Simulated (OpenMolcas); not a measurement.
**Ag4+ in a point-charge field**

Ag4+ among 5 point charges of -2 e arranged as a trigonal bipyramid (D3h), 2.01 Å from the ion, with the axial distance 1.749 Å.

```
Program             : OpenMolcas
Method              : CASSCF
Basis               : ANO-RCC-VDZP [6s5p3d1f]
Scalar Hamiltonian  : DKH2, point nucleus
Active space        : 7 electrons in 5 orbitals (4d)
State averaging     : 2S+1 = 4 even, 10 roots; 2S+1 = 2 even, 40 roots
Spin-orbit coupling : RASSI with atomic mean-field integrals over the reference wave functions
```

The lowest spin-free states (labels of D3, the rotations of D3h), above the lowest:

```tsv
State	Degeneracy	E (cm-1)	Free-ion L (%)
4A1	1	0.0	F (100)
4A2	1	5.1	F (100)
4A2	1	1563	F (88)
4E	2	3455	F (89)
4E	2	9847	F (100)
2E	2	12652	G (54)
4A2	1	14294	P (88)
2E	2	15698	H (47)
2A2	1	19320	G (80)
2A1	1	19326	G (80)
2A1	1	19945	G (94)
2E	2	20358	G (47)
2A2	1	20455	H (84)
2E	2	23498	H (54)
2E	2	24119	G (85)
2A1	1	25337	H (76)
2A2	1	25343	H (76)
4E	2	27567	P (89)
2E	2	27776	D (32)
2E	2	29964	D (52)
```

The lowest levels with spin-orbit coupling:

| E (cm-1) | Degeneracy | Label | 2S+1 | g |
| --- | --- | --- | --- | --- |
| 0.0 | 2 | E3/2 | 4 | 0.00 0.00 11.96 |
| 1981 | 2 | E1/2 | 4 | 0.01 0.01 8.06 |
| 2522 | 2 | E1/2 | 4 | 1.73 6.39 6.39 |
| 2989 | 2 | E3/2 | 4 | 0.00 0.00 4.95 |
| 3464 | 2 | E1/2 | 4 | 0.01 0.01 5.12 |
| 5328 | 2 | E1/2 | 4 | 0.00 0.00 6.73 |
| 5775 | 2 | E3/2 | 4 | 0.00 0.00 0.71 |
| 7319 | 2 | E1/2 | 4 | 1.47 4.51 4.51 |
| 7334 | 2 | E3/2 | 4 | 0.00 0.00 4.28 |
| 9213 | 2 | E1/2 | 4 | 2.24 2.24 2.69 |
| 11047 | 2 | E1/2 | 4 | 0.00 0.00 9.79 |
| 13079 | 2 | E1/2 | 4 | 0.00 0.00 6.00 |
| 14510 | 2 | E3/2 | 4 | 0.00 0.00 2.14 |
| 14887 | 2 | E1/2 | 2 | 0.00 0.00 6.06 |
| 15180 | 2 | E1/2 | 4 | 0.03 0.03 1.66 |
| 15683 | 2 | E3/2 | 2 (60 %) | 0.00 0.00 4.16 |
| 17101 | 2 | E1/2 | 4 | 1.74 3.70 3.70 |
| 17606 | 2 | E3/2 | 4 (52 %) | 0.00 0.00 4.67 |
| 19639 | 2 | E3/2 | 2 | 0.00 0.00 2.97 |
| 20093 | 2 | E1/2 | 2 | 0.34 3.11 3.11 |

Electric-dipole absorption from the lowest level at this geometry, strongest bands:

| E (cm-1) | λ (nm) | Label | f |
| --- | --- | --- | --- |
| 2989 | 3350 | E3/2 | 1.00e-06 |
| 7319 | 1370 | E1/2 | 7.86e-06 |
| 7334 | 1360 | E3/2 | 1.51e-06 |
| 9213 | 1090 | E1/2 | 1.52e-05 |
| 28562 | 350 | E1/2 | 5.58e-06 |
| 29182 | 343 | E1/2 | 3.74e-06 |
| 30132 | 332 | E1/2 | 3.18e-05 |
| 31094 | 322 | E1/2 | 3.48e-06 |
| 35209 | 284 | E1/2 | 1.69e-06 |
| 35582 | 281 | E1/2 | 4.98e-06 |

Powder χT (cm3 K/mol): 4.48 at 2 K, 4.48 at 10 K, 4.51 at 50 K, 4.54 at 100 K, 4.61 at 200 K, 4.68 at 300 K. The effective moment at 300 K is 2.828 √(χT) = 6.12 μB.

The lowest level has 2S+1 = 4, for which the spin-only value is χT = S(S+1) / 2 = 1.875 cm3 K/mol (g = 2). The computed 4.678 at 300 K differs by +2.803, through orbital momentum, spin-orbit coupling and any other state in reach.

Spin-orbit coupling mixes the spin-free states strongly: the lowest level takes only 49 % from its leading state, 4A1. Without dynamic correlation the repulsion within the d shell is too large (B by tens of per cent), so at a given field states of lower spin stand too high. This shell can be high or low spin here, a state of another spin lies low, and with metal d orbitals alone active their balance is uncertain, so the ground spin may be wrong. Point charges give a weaker field than real ligands, and real ions of this kind are as a rule low spin; the high spin found here belongs to the model. This is an electrostatic model: the charges have no orbitals. No measured value stands beside these numbers.
